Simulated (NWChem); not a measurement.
System: C$_{2}$H$_{3}$ClF$_{2}$Si; SMILES F[SiH2]/C=C(/F)Cl

NWChem input:

```
start job
memory heap 200 mb stack 900 mb global 1100 mb
geometry units angstroms noautoz
  F     -0.429752     2.982813     0.000000
  Si     0.421280     1.608534     0.000000
  C     -0.832553     0.231007     0.000000
  C     -0.547124    -1.067568     0.000000
  F     -1.460618    -2.035518     0.000000
  Cl     1.065756    -1.729873     0.000000
  H      1.269497     1.572841     1.216642
  H      1.269497     1.572841    -1.216642
  H     -1.894342     0.474180     0.000000
end
basis spherical
  * library cc-pvdz
end
dft
  xc xpbe96 cpbe96
  iterations 150
  mulliken
end
task dft energy
```

Geometry: optimised at B3LYP/6-31G* (spherical d).

Predict the main results of this run. (PBE/cc-pVDZ.) Quantities: basis functions; energy (Ha); highest occupied level (eV); orbital gap (eV); dipole (D).


* **number of basis functions**: 107
* **energy (Ha)**: -1026.80
* **highest occupied level (eV)**: -6.56
* **orbital gap (eV)**: 4.98
* **dipole (D)**: 0.61
